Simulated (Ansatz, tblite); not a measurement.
Forces on the cluster Rb₃Br₃⁺ at its PBE-D4/def2-SVP geometry. The state is a doublet with charge 1.

In the def2 sets Rb takes a core potential; there is no spin–orbit coupling. The xTB rows come from tblite. At PBE-D4/def2-TZVP the gap within one spin of the charge 1 doublet nearly closes, so an electron or hole may be smeared out by delocalisation error. The geometry of the doublet was relaxed on an unsound state (an occupied level 0.00 eV above an empty one). The structure comes from a short search, and lower isomers may exist.

GFN1-xTB (tblite), largest force 0.44 eV/Å:

```xyz
6
positions Å, forces eV/Å
Rb    1.082   -1.087    4.043   -0.109    0.101   -0.410
Rb   -1.243   -2.052   -2.157    0.123    0.210    0.196
Rb    0.333    3.039   -1.209   -0.039   -0.294    0.097
Br    0.742    1.043    1.531   -0.015   -0.048   -0.016
Br   -0.056   -1.852    1.028    0.010    0.066    0.008
Br   -0.858    0.909   -3.236    0.031   -0.035    0.125
```

GFN2-xTB (tblite), largest force 0.45 eV/Å:

```
Rb -0.056 0.045 -0.215
Rb 0.030 0.014 0.060
Rb 0.002 -0.050 0.036
Br 0.111 0.428 0.057
Br -0.125 -0.400 -0.088
Br 0.039 -0.037 0.151
```

PBE-D4/def2-TZVP (Ansatz), largest force 0.10 eV/Å:

```
Rb 0.008 -0.011 0.031
Rb -0.005 -0.007 -0.012
Rb 0.005 0.010 -0.007
Br -0.027 -0.088 -0.010
Br 0.029 0.091 0.022
Br -0.009 0.006 -0.023
```
